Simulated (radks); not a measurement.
Results of a calculation; reference values are marked as such.
Ionisation of the iridium ion Ir52+, [Ar] 3d7, to [Ar] 3d6 as the strength of local exchange is varied. Code: a radial shooting solver on a logarithmic mesh with Libxc functionals. Model: scalar-relativistic Kohn-Sham, Slater X-alpha exchange (alpha = 2/3 is LDA exchange), no correlation, spin-polarised, spherical densities, finite nucleus; open shells are filled with parallel spins first (spin-orbit coupling, left out, can overturn this in heavy ions); Fermi nuclear charge, rms radius 5.4032 fm.

| alpha | E(Ir52+) (hartree) | exchange (hartree) | IE (eV) | -e of the level emptied (eV) | <r> of it (bohr) |
|---|---|---|---|---|---|
| 0.551 | -15488.5332 | -177.9298 | 4946.2 | 4880.4 (3d) | 0.1645 |
| 0.667 | -15526.3049 | -215.7747 | 4973.1 | 4907.8 (3d) | 0.1641 |
| 0.811 | -15573.2887 | -262.9416 | 5006.6 | 4941.9 (3d) | 0.1635 |
| 0.819 | -15575.9020 | -265.5681 | 5008.5 | 4943.8 (3d) | 0.1635 |
| 0.843 | -15583.7439 | -273.4513 | 5014.1 | 4949.5 (3d) | 0.1634 |

NIST Atomic Spectra Database: 4952 eV (theoretical). The Delta-SCF value meets it near alpha = 0.58. Open shells are spherical and high-spin; term and fine-structure splittings are not resolved. Spin-orbit splitting is averaged out at the scalar-relativistic level.
